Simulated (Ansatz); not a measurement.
A search over several starts for the lowest SCF solution of Be₄S₄⁺ at the given spin, in a small basis.

```yaml
crystal:
  periodic: [false, false, false]
  atoms:
    - {symbol: Be, position_ang: [-0.365444, 1.495421, -0.015481]}
    - {symbol: Be, position_ang: [-0.765814, -0.607771, -1.007135]}
    - {symbol: Be, position_ang: [1.342891, -0.087063, -0.405027]}
    - {symbol: Be, position_ang: [-0.138198, -0.887938, 1.250085]}
    - {symbol: S, position_ang: [0.572374, -2.003728, -0.265981]}
    - {symbol: S, position_ang: [-1.854868, 0.218777, 0.744863]}
    - {symbol: S, position_ang: [0.919716, 0.906182, 1.541549]}
    - {symbol: S, position_ang: [0.289342, 0.966110, -1.842883]}
basis:
  gaussian: {orbitals: def2-SVP, initial_orbitals: start.molden}
total_charge: 1
magnetization: {spin_polarized: true, initial_magnetization: 1}
hamiltonian: {xc: pbe0, dispersion: d4}
output: {orbitals: {seedname: orbitals}}
```

The file start.molden holds the orbitals of an earlier run on this structure, at another level or in another basis.

```sh
$ ansatz run in.yaml --threads 4 --pin off --events-out ev --progress --plain --max-ram 4787MiB
```

Output, abridged:

```
Functional definition: PBE0
1144 factors; integrals over basis functions are off by at most 2.4e-4 eV
mean field evaluation 1: about -44820.6744 eV, gradient 1.1e2 eV
mean field evaluation 2: about -44849.5334 eV, gradient 4.8e1 eV
mean field evaluation 4: about -44906.8113 eV, gradient 1.7e1 eV
mean field evaluation 8: about -44914.9134 eV, gradient 1.1e-1 eV
mean field evaluation 16: about -44914.5080 eV, gradient 2.0e0 eV
mean field evaluation 32: about -44914.9137 eV, gradient 1.4e-4 eV
mean field -44914.91371256 eV, -1650.5926345146 hartree, gradient 1.9e-5 eV, S^2 0.755907; 3 other end points of the search recorded, 0 dependent functions left out
reference -44914.91375425 eV, -1650.5926360467 hartree; 40, 39 occupied and 68, 69 virtual orbitals, 1144 factors
Total energy: -44915.33249263 eV, -1650.6080243985 hartree
```

Hardware: 4 threads of Intel Xeon Platinum 8488C on a shared host. Wall time 3.9 s.

The structure comes from a short search, and lower isomers may exist.
